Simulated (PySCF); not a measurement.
Several structures and their simulated spectra, in scrambled order.

A. SMILES C(C#C)[Si@H]1C[C@@H](C#N)C1
B. SMILES Cc1cnncc1N(C)C
C. `InChI=1S/C7H11N3/c1-4-10-7(6(2)3)8-5-9-10/h4-6H,1H2,2-3H3`
D. `CO[C@@H]1CC[C@@H]1C(=O)F`

Spectrum 1. ¹H NMR (400 MHz, computed): δ 7.80 (s, 1H), 7.21 (m, 1H), 6.59 (m, 1H), 5.27 (m, 1H), 2.92 (sept, 1H), 1.40 (d, 6H). ¹³C{¹H} NMR (computed): δ 164.9 (C), 155.0 (CH), 132.3 (CH), 109.8 (CH2), 29.2 (CH), 23.7 (CH3).

Spectrum 2. ¹H NMR (400 MHz, computed): δ 4.02 (m, 1H), 3.48 (s, 3H), 3.34 (m, 1H), 2.71 (m, 1H), 2.42 (m, 1H), 2.20 (m, 1H), 1.76 (m, 1H). ¹³C{¹H} NMR (computed): δ 172.8 (C), 78.5 (CH), 59.0 (CH3), 47.7 (CH), 31.0 (CH2), 15.7 (CH2).

Spectrum 3. ¹H NMR (400 MHz, computed): δ 9.07 (s, 1H), 8.84 (s, 1H), 2.91 (s, 6H), 2.30 (s, 3H). ¹³C{¹H} NMR (computed): δ 156.9 (CH), 152.0 (C), 143.7 (CH), 127.4 (C), 42.6 (CH3), 18.7 (CH3).

Spectrum 4. ¹H NMR (400 MHz, computed): δ 4.97 (m, 1H), 2.91 (m, 1H), 2.09 (m, 2H), 1.99 (m, 2H), 1.85 (m, 2H), 1.32 (t, 1H). ¹³C{¹H} NMR (computed): δ 129.1 (C), 82.2 (C), 74.6 (CH), 22.5 (CH2), 17.8 (CH), 6.9 (CH2).

[PySCF: geometry: GFN2-xTB; NMR shieldings at PBE0/pcSseg-1/GIAO; in vacuum; one computed conformer; fast rotation and ring inversion assumed for equivalent nuclei; non-relativistic]

Referencing at the same level of theory: TMS for ¹H (σref 31.72), ¹³C (σref 186.93). Splittings of carbon signals by F and P are missing where no couplings were computed. Where no couplings were computed, multiplicities follow the n + 1 count of equivalent neighbours, and m marks all less simple cases (inequivalent or close neighbours, rings, F or P nearby). Shifts are as computed. Against solution values, carbons near 30 ppm lie about +3 ppm off and those near 130 ppm about +5 ppm. Of 1211 compounds with measured shifts, 218 miss one by over three times the rms of a fit or turn the order of signals round; such compounds aren't used in these exercises.

**Question.** Which spectrum belongs to which compound?

**Answer.** 1–C, 2–D, 3–B, 4–A.

- Spectrum 1 (C): 6 ¹³C signals; δC 132.3 is an alkene CH; δC 109.8 is a terminal =CH2 carbon.
- Spectrum 2 (D): 6 ¹³C signals; δC 78.5 is an sp3 CH bonded to O; δC 59.0 is a methyl carbon bonded to O.
- Spectrum 3 (B): 6 ¹³C signals; δC 156.9 is an aromatic CH next to a ring nitrogen; δC 152.0 is an aromatic carbon bearing nitrogen.
- Spectrum 4 (A): 6 ¹³C signals; δC 129.1 is a nitrile carbon; δC 82.2 is an alkyne carbon.
